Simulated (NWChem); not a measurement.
Everything below was run with NWChem. System: CF₂, charge 0, spin multiplicity 1, at a geometry optimised with B3LYP/def2-SVP. The structure started from a generated list of species. Level: B3LYP/cc-pVQZ, VWN1-RPA local correlation.

Job file:

```
start mol
memory heap 200 mb stack 900 mb global 1100 mb
geometry units angstroms nocenter noautoz
  F      1.029081     0.000000    -0.198010
  C      0.000000     0.000000     0.594031
  F     -1.029081     0.000000    -0.198010
  symmetry group C2v
end
basis spherical
  * library cc-pvqz
end
dft
  xc b3lyp
  semidirect memsize 60000000 filesize 0
  iterations 100
end
task dft energy
```

NWChem printed:

```
             Northwest Computational Chemistry Package (NWChem) 7.3.0
             --------------------------------------------------------

                                NWChem Input Module
                                -------------------

 Scaling coordinates for geometry "geometry" by  1.889725989
 (inverse scale =  0.529177249)

 Turning off AUTOSYM since
 SYMMETRY directive was detected!

                             Geometry "geometry" -> ""
                             -------------------------

 Output coordinates in angstroms (scale by  1.889725989 to convert to a.u.)

  No.       Tag          Charge          X              Y              Z
 ---- ---------------- ---------- -------------- -------------- --------------
    1 F                    9.0000     1.02908100     0.00000000    -0.19801000
    2 C                    6.0000     0.00000000     0.00000000     0.59403100
    3 F                    9.0000    -1.02908100     0.00000000    -0.19801000

 Effective nuclear repulsion energy (a.u.)      64.8361796702

            Nuclear Dipole moment (a.u.)
            ----------------------------
        X                 Y               Z
 ---------------- ---------------- ----------------
     0.0000000000     0.0000000000     0.0000113384

      Symmetry information
      --------------------

 Group name             C2v
 Group number             16
 Group order               4
 No. of unique centers     2

      Symmetry unique atoms

     1    2


 Summary of "ao basis" -> "" (spherical)
 ------------------------------------------------------------------------------
       Tag                 Description            Shells   Functions and Types
 ---------------- ------------------------------  ------  ---------------------
 *                          cc-pvqz                   on all atoms

                                 NWChem DFT Module
                                 -----------------

 Summary of "ao basis" -> "ao basis" (spherical)
 ------------------------------------------------------------------------------
       Tag                 Description            Shells   Functions and Types
 ---------------- ------------------------------  ------  ---------------------
 F                          cc-pvqz                 15       55   5s4p3d2f1g
 C                          cc-pvqz                 15       55   5s4p3d2f1g

 Summary of "ao basis" -> "ao basis" (spherical)
 ------------------------------------------------------------------------------
       Tag                 Description            Shells   Functions and Types
 ---------------- ------------------------------  ------  ---------------------
 F                          cc-pvqz                 15       55   5s4p3d2f1g
 C                          cc-pvqz                 15       55   5s4p3d2f1g

      Symmetry analysis of basis
      --------------------------

        a1         57
        a2         27
        b1         48
        b2         33

            General Information
            -------------------
          SCF calculation type: DFT
          Wavefunction type:  closed shell.
          No. of atoms     :     3
          No. of electrons :    24
           Alpha electrons :    12
            Beta electrons :    12
          Charge           :     0
          Spin multiplicity:     1
          Use of symmetry is: on ; symmetry adaption is: on
          Maximum number of iterations: 100
          AO basis - number of functions:   165
                     number of shells:    45
[...]
 d= 0,ls=0.0,diis     3   -237.8073713549 -1.78D-01  6.67D-04  1.08D-01     5.8
 d= 0,ls=0.0,diis     4   -237.8136290662 -6.26D-03  3.28D-04  6.25D-03     6.2
 d= 0,ls=0.0,diis     5   -237.8140965858 -4.68D-04  2.82D-05  2.73D-05     6.6
  Resetting Diis
 d= 0,ls=0.0,diis     6   -237.8140989780 -2.39D-06  3.99D-06  5.74D-07     7.0
 d= 0,ls=0.0,diis     7   -237.8140990339 -5.59D-08  5.51D-07  2.48D-08     7.3

         Total DFT energy =     -237.814099033938
      One electron energy =     -457.524045723350
           Coulomb energy =      181.127333530468
    Exchange-Corr. energy =      -26.253566511276
 Nuclear repulsion energy =       64.836179670221

 Numeric. integr. density =       23.999999869325

     Total iterative time =      6.6s

                  Occupations of the irreducible representations
                  ----------------------------------------------

                     irrep           alpha         beta
                     --------     --------     --------
                     a1                6.0          6.0
                     a2                1.0          1.0
                     b1                4.0          4.0
                     b2                1.0          1.0

                       DFT Final Molecular Orbital Analysis
                       ------------------------------------

 Vector   10  Occ=2.000000D+00  E=-4.931121D-01  Symmetry=a2
              MO Center= -6.3D-14, -1.3D-15, -1.8D-01, r^2= 1.5D+00
   Bfn.  Coefficient  Atom+Function         Bfn.  Coefficient  Atom+Function
  ----- ------------  ---------------      ----- ------------  ---------------
    13      0.301451  1 F  py               123     -0.301451  3 F  py
    10      0.251350  1 F  py               120     -0.251350  3 F  py
    16      0.183553  1 F  py               126     -0.183553  3 F  py
     7      0.146217  1 F  py               117     -0.146217  3 F  py
    78      0.026048  2 C  d -2

 Vector   11  Occ=2.000000D+00  E=-4.660452D-01  Symmetry=b1
              MO Center=  9.7D-15,  1.2D-17, -1.6D-01, r^2= 1.6D+00
   Bfn.  Coefficient  Atom+Function         Bfn.  Coefficient  Atom+Function
  ----- ------------  ---------------      ----- ------------  ---------------
    12      0.256802  1 F  px               122      0.256802  3 F  px
     9      0.211302  1 F  px               119      0.211302  3 F  px
    14      0.179098  1 F  pz               124     -0.179098  3 F  pz
    15      0.159060  1 F  px               125      0.159060  3 F  px
    11      0.151187  1 F  pz               121     -0.151187  3 F  pz

 Vector   12  Occ=2.000000D+00  E=-3.156061D-01  Symmetry=a1
              MO Center= -2.3D-16,  6.5D-15,  7.5D-01, r^2= 1.3D+00
   Bfn.  Coefficient  Atom+Function         Bfn.  Coefficient  Atom+Function
  ----- ------------  ---------------      ----- ------------  ---------------
    60      0.470173  2 C  s                 59      0.463614  2 C  s
    66      0.214507  2 C  pz                57      0.192924  2 C  s
    69      0.187259  2 C  pz                14     -0.173737  1 F  pz
   124     -0.173737  3 F  pz                17     -0.151396  1 F  pz
   127     -0.151396  3 F  pz                58      0.148117  2 C  s

 Vector   13  Occ=0.000000D+00  E=-9.531617D-02  Symmetry=b2
              MO Center= -2.7D-15, -5.5D-15,  5.0D-01, r^2= 1.3D+00
   Bfn.  Coefficient  Atom+Function         Bfn.  Coefficient  Atom+Function
  ----- ------------  ---------------      ----- ------------  ---------------
    68      0.465598  2 C  py                71      0.368206  2 C  py
    65      0.315243  2 C  py                16     -0.201301  1 F  py
   126     -0.201301  3 F  py                62      0.171357  2 C  py
    13     -0.162359  1 F  py               123     -0.162359  3 F  py
    10     -0.142058  1 F  py               120     -0.142058  3 F  py

 Vector   14  Occ=0.000000D+00  E= 1.052108D-01  Symmetry=b1
              MO Center= -8.9D-16, -2.8D-17,  6.8D-01, r^2= 4.0D+00
   Bfn.  Coefficient  Atom+Function         Bfn.  Coefficient  Atom+Function
  ----- ------------  ---------------      ----- ------------  ---------------
    70      1.452119  2 C  px                 5     -1.254323  1 F  s
   115      1.254323  3 F  s                 67      0.783140  2 C  px
    17     -0.384928  1 F  pz               127      0.384928  3 F  pz
    86      0.353839  2 C  d  1              15      0.252213  1 F  px
   125      0.252213  3 F  px                14     -0.160916  1 F  pz

 Vector   15  Occ=0.000000D+00  E= 1.121992D-01  Symmetry=a1
              MO Center=  7.6D-14, -9.8D-14, -2.7D-01, r^2= 3.8D+00
   Bfn.  Coefficient  Atom+Function         Bfn.  Coefficient  Atom+Function
  ----- ------------  ---------------      ----- ------------  ---------------
    60      2.339616  2 C  s                  5     -1.714999  1 F  s
   115     -1.714999  3 F  s                 72     -1.250922  2 C  pz
    69     -0.946075  2 C  pz                59      0.798475  2 C  s
    15      0.630737  1 F  px               125     -0.630737  3 F  px
    17     -0.250397  1 F  pz               127     -0.250397  3 F  pz

 center of mass
 --------------
 x =   0.00000000 y =   0.00000000 z =  -0.01494394

 moments of inertia (a.u.)
 ------------------
          20.430502982950           0.000000000000           0.000000000000
           0.000000000000         164.126216824584           0.000000000000
           0.000000000000           0.000000000000         143.695713841634

     Multipole analysis of the density
     ---------------------------------

     L   x y z        total         alpha         beta         nuclear
     -   - - -        -----         -----         ----         -------
     0   0 0 0     -0.000000    -12.000000    -12.000000     24.000000

     1   1 0 0     -0.000000     -0.000000     -0.000000      0.000000
     1   0 1 0     -0.000000     -0.000000     -0.000000      0.000000
     1   0 0 1     -0.249406     -0.124709     -0.124709      0.000011

     2   2 0 0    -11.830541    -39.951332    -39.951332     68.072123
     2   1 1 0      0.000000      0.000000      0.000000      0.000000
     2   1 0 1     -0.000000     -0.000000     -0.000000      0.000000
     2   0 2 0    -10.720735     -5.360367     -5.360367      0.000000
     2   0 1 1      0.000000      0.000000      0.000000      0.000000
     2   0 0 2    -12.844246    -11.462645    -11.462645     10.081044

 Task  times  cpu:        7.4s     wall:        7.4s

 Total times  cpu:        7.4s     wall:        7.4s
```
